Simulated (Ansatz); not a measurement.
Compare A (`B[CH]([SiH3])[GeH3]`) with its isomer B (`B[CH2][GeH2][SiH3]`).

Gas-phase electronic energies from Ansatz, PBE0-D4/def2-TZVP geometries. CBS: MP2 limit from def2 TZ/QZ plus the TZ coupled-cluster correction, frozen cores. Functionals use def2-TZVPP. For Ge outer-core shells are correlated without core-valence functions, which leaves a few kJ/mol of doubt a bond. Scalar relativity is left out up to krypton. Each species was taken in one conformer, which may not be the lowest.

A:

```xyz
13

B     0.1901    0.5719    1.5668
C     0.5166    0.4116    0.0820
Si   -0.7191    1.0996   -1.1418
Ge    0.4009   -1.5781   -0.0250
H    -0.9326    0.3885    1.9529
H     1.0411    0.8148    2.3740
H     1.5426    0.6701   -0.1919
H    -0.4923    0.5398   -2.5035
H    -0.5960    2.5795   -1.2304
H    -2.0961    0.7505   -0.7071
H    -1.0143   -1.9865   -0.4585
H     0.7170   -2.2230    1.3368
H     1.4421   -2.0388   -1.0544
```

B:

Z-matrix (Å, degrees):
```
Ge
C 1 2.022
B 1 2.585 2 35.9
Si 1 2.391 2 115.2 3 -25.3
H 1 1.537 2 107.8 3 98.1
H 1 1.539 2 106.1 3 -144.8
H 2 1.089 1 105.4 3 120.7
H 2 1.089 1 104.3 3 -121.0
H 3 1.200 1 108.3 2 -114.7
H 3 1.200 1 104.3 2 118.0
H 4 1.488 1 107.7 2 180.0
H 4 1.484 1 111.7 2 60.4
H 4 1.485 1 110.0 2 -61.6
```

Q: Which is lower in electronic energy at CCSD(T)/CBS, and by how much? (Best estimate.)

A: The calculation gave: B, by 1.2 kcal/mol.

Q: Give E(B) − E(A) in kcal/mol with CCSD(T)/def2-TZVPP, PBE-D4, CCSD/def2-TZVPP, HF/def2-TZVPP, ωB97M-V, B2PLYP, MP2/def2-TZVPP. (An estimate is asked.)

A: The calculation gave: CCSD(T)/def2-TZVPP -1.2, PBE-D4 -4.5, CCSD/def2-TZVPP -1.0, HF/def2-TZVPP 0.9, ωB97M-V -1.2, B2PLYP -1.8, MP2/def2-TZVPP -0.3. The order is the other way round with HF/def2-TZVPP.

Largest T1 diagnostic: 0.012.

In def2-TZVPP, CCSD(T) changes the Hartree–Fock value by −2.2 kcal/mol (the triples alone add −0.2 kcal/mol) and MP2 by −1.2 kcal/mol. From PBE to PBE0 (25 % exact exchange), in def2-TZVPP and without D4, E(B) − E(A) moves by +1.2 kcal/mol.
